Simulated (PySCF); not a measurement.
# Bond lengths and vibrations by method: ClFH3Si2

All numbers below are calculated, not measured. The program is PySCF 2.14.0, an open-source quantum chemistry code, run on an isolated molecule that a program drew, which may never have been made. The molecule is ClFH3Si2 (charge 0, doublet), drawn as the SMILES string `F[Si]([SiH3])Cl`.

The geometry was optimised and harmonic frequencies were computed with HF and MP2, all in the cc-pV(D+d)Z basis, for the commonest isotopes, with a restricted reference for singlets and an unrestricted one otherwise, and a frozen core in MP2. Each result is a local minimum of its method.

Geometry at the HF minimum:
```xyz
7
ClFH3Si2, angstrom
F    -2.2837    0.1840   -0.9413
Si   -0.8310    0.6218   -0.3794
Si    0.0816   -1.1632    0.8897
Cl    0.3493    0.9956   -2.0412
H     1.4102   -0.7320    1.3749
H     0.2075   -2.3793    0.0568
H    -0.8159   -1.4199    2.0373
```

Lengths of the bonds as drawn, in Å (atoms numbered as above):
| bond | HF | MP2 |
|---|---|---|
| F1-Si2 | 1.618 | 1.639 |
| Si2-Si3 | 2.373 | 2.367 |
| Si2-Cl4 | 2.072 | 2.069 |
| Si3-H5 | 1.479 | 1.482 |
| Si3-H6 | 1.479 | 1.483 |
| Si3-H7 | 1.479 | 1.482 |

Rotational constants, in GHz:
```
constant,HF,MP2
A,4.393,4.257
B,2.122,2.161
C,1.537,1.54
```

Harmonic frequencies in cm^-1, each column in rising order, so a row needn't be the same motion in every method:
| rank | HF | MP2 |
|---|---|---|
| 1 | 97 | 102 |
| 2 | 119 | 110 |
| 3 | 187 | 173 |
| 4 | 253 | 239 |
| 5 | 404 | 397 |
| 6 | 546 | 517 |
| 7 | 569 | 533 |
| 8 | 593 | ? |
| 9 | 885 | 853 |
| 10 | 967 | 903 |
| 11 | 1016 | 965 |
| 12 | 1017 | 967 |
| 13 | 2321 | 2277 |
| 14 | 2327 | 2296 |
| 15 | 2329 | 2299 |

**Estimate the missing MP2 frequency from the HF column.**

A single factor s that minimises the squared misfit of MP2 against s times HF over the other rows is sum(HF x MP2) / sum(HF^2) = 0.9769, with an rms misfit of 20 cm^-1. For rank 8 it gives 0.9769 x 593 = 579 cm^-1. The calculation gives 579 cm^-1, the same as the estimate. The drawn bonds are on average 0.3 % longer in MP2 than in HF.
